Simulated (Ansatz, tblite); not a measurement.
Cost and result up the ladder for BiIO (the lowest singlet isomer of a short search) (3 atoms). The state is a singlet with charge 0. Geometry: B3LYP-D4/def2-TZVP.

```tsv
atom	x (Å)	y (Å)	z (Å)
Bi1	-0.131	-0.522	0.844
O2	0.310	1.303	1.147
I3	-0.178	-0.781	-1.991
```

Ansatz on 4 threads of AMD EPYC 9B14 on a shared host; xTB runs through tblite on one thread. Times are rough, summed over both states, and most runs start from the orbitals of an earlier one. ωB97M-V/def2-TZVP serves as the yardstick here, not as an exact answer. The other state is a triplet at its own geometry.

In the def2 sets Bi, I take a core potential; there is no spin–orbit coupling. The xTB rows come from tblite. Correlated methods freeze 9 core orbitals; core or outer-core shells of Bi, I are correlated, in sets that lack core-valence functions. The structure comes from a short search, and lower isomers may exist.

Run but left out: HF/def2-TZVP, HF/def2-TZVPP, PBE-QIDH/def2-TZVP (singlet: restricted singlet, unstable towards broken spin symmetry).

Correlated methods converge slowly with the basis.

xTB has no spin-polarisation term.

| level | functions | triplet − singlet (eV) | difference from ωB97M-V/def2-TZVP (eV) | remarks |
| --- | --- | --- | --- | --- |
| PBE-D4/def2-TZVP (with forces) | 131 | 1.58 | 0.40 | – |
| RPA@PBE/def2-TZVP | 131 | 1.46 | 0.28 | – |
| MP2/def2-TZVP | 131 | 2.20 | 1.02 | restricted SCF unstable (singlet) |
| CAM-B3LYP-D4/def2-TZVP | 131 | 1.17 | -0.01 | – |
| ωB97M-V/def2-TZVP | 131 | 1.18 | 0.00 | – |
| PBE0-D4/def2-TZVP | 131 | 1.21 | 0.02 | – |
| LDA (SPW92)/def2-TZVP | 131 | 1.85 | 0.66 | – |
| CCSD(T)/def2-TZVPP | 131 | 1.53 | 0.35 | large T1 (0.025) (singlet), restricted SCF unstable (singlet) |
| r2SCAN-D4/def2-TZVP | 131 | 1.28 | 0.10 | – |
| BHLYP-D4/def2-TZVP | 131 | 0.75 | -0.43 | – |
| GFN2-xTB | 17 | 2.61 | 1.43 | – |
| GFN1-xTB | 17 | 2.63 | 1.45 | – |

Q: Estimate how long each takes.

A: GFN1-xTB 0.004 s; GFN2-xTB 0.005 s; LDA (SPW92)/def2-TZVP 1.3 s; PBE-D4/def2-TZVP (with forces) 2 s; MP2/def2-TZVP 3 s; PBE0-D4/def2-TZVP 3.9 s; BHLYP-D4/def2-TZVP 4.3 s; RPA@PBE/def2-TZVP 4.3 s; CAM-B3LYP-D4/def2-TZVP 4.3 s; r2SCAN-D4/def2-TZVP 5.9 s; ωB97M-V/def2-TZVP 13 s; CCSD(T)/def2-TZVPP 31 s. On shared hardware such times vary by a factor of up to 3.
